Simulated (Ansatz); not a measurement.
Reactions of FH5O3SSi2 (`O[SiH](O)S[SiH](O)F`).

Calculated with Ansatz (gas phase, PBE0-D4/def2-TZVP geometries, no zero-point term in ΔE). CBS: MP2 limit from def2 TZ/QZ plus the TZ coupled-cluster correction, frozen cores. This one scheme is used for every species. DFT in def2-TZVPP. def2 core potentials past Kr. For Ge, Te outer-core shells are correlated without core-valence functions, which leaves a few kJ/mol of doubt a bond. Scalar relativity is left out up to krypton. One conformer a species, not always the lowest.

```tsv
reaction	CCSD/CBS(def2) (kJ/mol)	B2PLYP (kJ/mol)	ωB97X-V (kJ/mol)	r2SCAN-D4 (kJ/mol)	CCSD(T)/CBS(def2) (kJ/mol)
`O[SiH](O)S[SiH](O)F` + `C=C[SiH2][GeH3]` → `C=C[SiH2][SiH](O)O` + `O[SiH](F)[S][GeH3]`	61	61	58	67	63
`O[SiH](O)S[SiH](O)F` + `O[SiH](O)F` → `O[SiH](O)O[SiH](O)F` + `O[SiH](F)S`	-64	-63	-58	-53	-58
`O[SiH](O)S[SiH](O)F` + `N[SiH](O)Cl` → `O[Si@H](F)N[Si@H](O)Cl` + `O[SiH](O)S`	-9	-8	-5	-1	-6
`O[SiH](O)S[SiH](O)F` + `CN[SiH3]` → `CN([SiH3])[SiH](O)O` + `O[SiH](F)S`	0	3	4	9	2
`O[SiH](O)S[SiH](O)F` + `C[Te][SiH2]O` → `C[Te][SiH](O)F` + `O[SiH2]S[SiH](O)O`	4	4	4	3	4
`O[SiH](O)S[SiH](O)F` + `N=C(N)BO` → `O[SiH](O)S[SiH](O)O` + `N=C(N)BF`	36	35	34	34	35
`O[SiH](O)S[SiH](O)F` + `[NH2][GeH3]` → `O[SiH](F)[NH][GeH3]` + `O[SiH](O)S`	-10	-8	-4	2	-5
`O[SiH](O)S[SiH](O)F` + `O[SiH](O)[SiH3]` → `O[SiH](F)[SiH3]` + `O[SiH](O)S[SiH](O)O`	-2	-2	-1	-1	-2
`O[SiH](O)S[SiH](O)F` + `[OH][AlH2]` → `O[SiH](O)[O][AlH2]` + `O[SiH](F)S`	-67	-67	-59	-54	-60
`O[SiH](O)S[SiH](O)F` + `[OH][GeH3]` → `O[SiH](F)[O][GeH3]` + `O[SiH](O)S`	-66	-65	-58	-53	-60
```

Largest T1 diagnostic: 0.014, for `N=C(N)BF`.
